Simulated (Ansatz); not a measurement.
A thermochemical cycle in electronic energies (no zero-point or thermal terms), species as SMILES, kcal/mol. Each molecule is optimised on its own at B3LYP-D3(BJ)/def2-TZVP (Ansatz, an electronic-structure program), one conformer each, not searched for the lowest. Cores are frozen in the correlated levels unless marked. UHF or UKS for open shells. Spin-orbit coupling is left out. No relativistic terms. CBS marks a two-point X^-3 extrapolation of the correlation energy; Hartree-Fock from the larger set. [CCSD(T)-MP2]/basis is that difference in the basis named. Anions need diffuse functions, of which def2-TZVPD holds fewer than the aug- sets.

| step | RI-MP2/CBS(aug-cc-pVTZ,aug-cc-pVQZ)+[CCSD(T)-MP2]/aug-cc-pVDZ (Ansatz) | r2SCAN-D4/def2-TZVPD (Ansatz + dftd4) |
|---|---|---|
| bond energy D: OCO → [O]CO + H atom | 115.1 | 104.3 |
| electron affinity EA, positive where the anion is bound: [O]CO + e- → [O-]CO | 53.1 | 45.0 |
| ionisation of the H atom at the same level, IE | 313.7 | 313.7 |

Find the deprotonation energy A: OCO -> [O-]CO + H+.

Breaking the bond, ionising the H atom and attaching the electron to the radical add up to the deprotonation, A = D + IE - EA. At RI-MP2/CBS(aug-cc-pVTZ,aug-cc-pVQZ)+[CCSD(T)-MP2]/aug-cc-pVDZ: A = D + IE - EA = 115.1 + 313.7 - 53.1 = 375.7. At r2SCAN-D4/def2-TZVPD: A = D + IE - EA = 104.3 + 313.7 - 45.0 = 373.0. The functional differs from the first level by -10.8 in D, -8.1 in EA and -2.7 in A; for EA and A the gap mixes functional and basis. The site is the one shown; other sites or isomers of the anion may lie lower.
